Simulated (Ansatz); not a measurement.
Start from `F[SiH]1BO1` and change one element to get `FC1BO1`.

Ansatz, PBE0-D4/def2-TZVP geometries, multiplicity 1. 

| property | `F[SiH]1BO1` |
| --- | --- |
| LUMO energy (B3LYP/def2-TZVPP) / eV | -1.59 |
| zero-point energy (PBE0-D4/def2-TZVP) / kJ/mol | 73.7 |
| HOMO–LUMO gap (PBE0/def2-TZVPP) / eV | 6.00 |
| vertical ionisation energy (CCSD(T)/CBS(def2)) / eV | 9.96 |
| size of the dipole moment (ωB97M-V/def2-TZVPP) / D | 1.41 |
| HOMO energy (B3LYP/def2-TZVPP) / eV | -7.18 |

Task: Give the same properties after the change, and the shifts. (An estimate is asked.)

Result: The calculation gave: 
| property | `FC1BO1` | shift |
| --- | --- | --- |
| LUMO energy (B3LYP/def2-TZVPP) / eV | -1.26 | 0.33 |
| zero-point energy (PBE0-D4/def2-TZVP) / kJ/mol | 92.4 | 18.7 |
| HOMO–LUMO gap (PBE0/def2-TZVPP) / eV | 7.34 | 1.34 |
| vertical ionisation energy (CCSD(T)/CBS(def2)) / eV | 11.30 | 1.34 |
| size of the dipole moment (ωB97M-V/def2-TZVPP) / D | 1.79 | 0.38 |
| HOMO energy (B3LYP/def2-TZVPP) / eV | -8.13 | -0.95 |

With PBE0 the HOMO falls by 0.96 eV and the LUMO rises by 0.38 eV, so the gap widens by about 1.34 eV. PBE moves the HOMO by -0.68 eV and ωB97M-V by -1.17 eV. Dipoles are sizes alone; their direction can turn.

B3LYP here is the variant with VWN-RPA as its local correlation; programs differ in this.
